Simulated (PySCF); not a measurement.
Simulated C 1s region for `C=C[Si](C=C)(C=C)OC(C)=O` (Si(vinyl)3(OAc)), binding energy against the vacuum level.

Every computed line was given a Gaussian of 0.6 eV full width at half maximum and an area set by the number of equivalent atoms; the highest printed point is 100. Level of theory: delta-SCF UKS SCAN, pcX-2 on the ionised atom, pcseg-1 elsewhere, spin-free X2C in PySCF.

binding energy (eV), intensity and a bar:
```
    289.1          0 
    289.2          1 
    289.3          2 #
    289.4          5 ##
    289.5         12 ####
    289.6         24 #######
    289.7         40 ############
    289.8         60 ##################
    289.9         78 #######################
    290.0         93 ############################
    290.1        100 ##############################
    290.2         99 ##############################
    290.3         91 ###########################
    290.4         75 #######################
    290.5         56 #################
    290.6         38 ############
    290.7         25 #######
    290.8         18 #####
    290.9         16 #####
    291.0         18 #####
    291.1         21 ######
    291.2         21 ######
    291.3         19 ######
    291.4         15 ####
    291.5         10 ###
    291.6          5 ##
    291.7          3 #
    291.8          1 
    291.9          0 
    292.0          0 
    292.1          0 
    292.2          0 
    292.3          0 
    292.4          0 
    292.5          0 
    292.6          0 
    292.7          0 
    292.8          0 
    292.9          0 
    293.0          0 
    293.1          0 
    293.2          0 
    293.3          0 
    293.4          0 
    293.5          0 
    293.6          0 
    293.7          0 
    293.8          1 
    293.9          2 #
    294.0          4 #
    294.1          8 ##
    294.2         12 ####
    294.3         17 #####
    294.4         21 ######
    294.5         21 ######
    294.6         18 ######
    294.7         14 ####
    294.8          9 ###
    294.9          5 #
    295.0          2 #
    295.1          1 
    295.2          0 
    295.3          0
```

Question: Count the maxima, the lines and the sites behind this envelope.

Answer: The curve has 3 maxima (at 290.1, 291.2 and 294.5 eV). Under it lie 4 lines from 4 inequivalent carbon sites. At this width some lines have no maximum of their own.

Question: Decompose the envelope and assign each component. Bonds: Si1–C2, Si1–C7, Si1–C12, Si1–O17, C2–C3, C7–C8, C12–C13, O17–C18, C18–C19, C18–O20. Hydrogens: H4 on C2; H5, H6 on C3; H9 on C7; H10, H11 on C8; H14 on C12; H15, H16 on C13; H21, H22, H23 on C19.

Answer: 
```csv
position (eV),relative area,line,atoms,environment
289.97,3,C 1s,C2/C7/C12,"carbon bonded to C, Si and H"
290.31,3,C 1s,C3/C8/C13,carbon bonded to C and 2 H
291.18,1,C 1s,C19,carbon bonded to C and 3 H
294.46,1,C 1s,C18,carbon bonded to C and 2 O
```

Question: What are the centre and the root-mean-square width of the whole band?

Answer: The area-weighted mean of the lines is 290.81 eV. Their own spread about it is 1.43 eV (rms) and each Gaussian has σ = 0.6/2.355 = 0.25 eV; the variances add, which gives 1.45 eV.

The listed C 1s values span 4.49 eV, from C2/C7/C12 (bonded to C, H and Si) to C18 (bonded to 2 O and C).

No satellites, vibrations or lifetime broadening are included. One atom of each set of topologically equivalent atoms was ionised and stands for the set; in this conformer not all members are related by symmetry, and their own values weren't computed. Isolated species at its PBE0-D3(BJ)/def2-SVP geometry (one conformer only).
